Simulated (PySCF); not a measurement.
Species: RuO3S (singlet state).
Bonds: Ru1–O2, Ru1–O3, Ru1–O4, Ru1–S5.

Level of theory: PBE0-D3(BJ)/def2-SVP geometry optimisation, gas phase, def2 core potentials past Kr (PySCF).

Q: How far are the bound atoms from Ru1?

A: 4 atoms: O3 1.668 Å, O2 1.668 Å, O4 1.669 Å, S5 2.081 Å.

Q: List the angles at Ru1.

A: 
| angle | degrees | distance of the outer atoms (Å) |
| --- | --- | --- |
| O2–Ru1–O4 | 110.2 | 2.74 |
| O2–Ru1–O3 | 110.1 | 2.73 |
| O3–Ru1–O4 | 110.0 | 2.73 |
| O4–Ru1–S5 | 108.9 | 3.06 |
| O2–Ru1–S5 | 108.8 | 3.06 |
| O3–Ru1–S5 | 108.8 | 3.06 |

Q: What is the shape at Ru1?

A: Tetrahedral: angles from 108.8° to 110.2°; τ4 = (360° − α − β)/141° = 0.99 with α and β the two widest (0 for a square, 1 for a tetrahedron).

Q: What are the rotational constants (commonest isotopes, rigid rotor)?

A: A = 4224, B = 2490, C = 2488 MHz: a prolate symmetric top.

Point group: C3v (tolerance 0.08 Å). Charge 0, singlet. Not checked by PBE0-D3(BJ)/def2-SVP frequencies.

Time: 57 s wall. Hardware: an x86-64 server with one thread, no GPU, on a shared host. That covers the optimisation of the geometry.
